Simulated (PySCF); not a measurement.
## Ionisation energy of Os(59+) by level of theory

Os(59+) [Ne] 3s2 3p5 (2P) → Os(60+) [Ne] 3s2 3p4 (3P), as a difference of total energies. Calculation: PySCF 2.14, in an even-tempered Gaussian basis (17 s from 16 bohr⁻², ratio 2.5; 12 p from 20 bohr⁻², ratio 2.5; 4 d from 84 bohr⁻², ratio 2.7; 4 f from 130 bohr⁻², ratio 2.7); the spin-free X2C one-electron Hamiltonian (Gaussian nucleus). Correlated levels: outer shells: 1s2 frozen; virtual orbitals above 40 to 60 times the deepest correlated orbital energy dropped. The calculations carry no spin-orbit coupling.

```json
{"method": "UHF", "ionisation energy (eV)": "6363.5"}
{"method": "LDA", "ionisation energy (eV)": "6365.2"}
{"method": "PBE", "ionisation energy (eV)": "6366.3"}
{"method": "PBE0", "ionisation energy (eV)": "6366.1"}
{"method": "r2SCAN", "ionisation energy (eV)": "6366.7"}
{"method": "B3LYP", "ionisation energy (eV)": "6366.6"}
{"method": "M06-L", "ionisation energy (eV)": "6365.4"}
{"method": "MP2 (outer shells)", "ionisation energy (eV)": "6364.7"}
{"method": "SCS-MP2 (outer shells)", "ionisation energy (eV)": "6364.6"}
```

Spin-orbit coupling is strong in these open shells (close to jj coupling). The scalar numbers leave it out and a first-order estimate fails, so it can dominate the gap to the real levels.

Breit and QED terms and the two-electron picture change are absent.

For comparison: 6240 ± 7 eV (theoretical estimate listed by NIST; NIST Atomic Spectra Database, ionization energies).
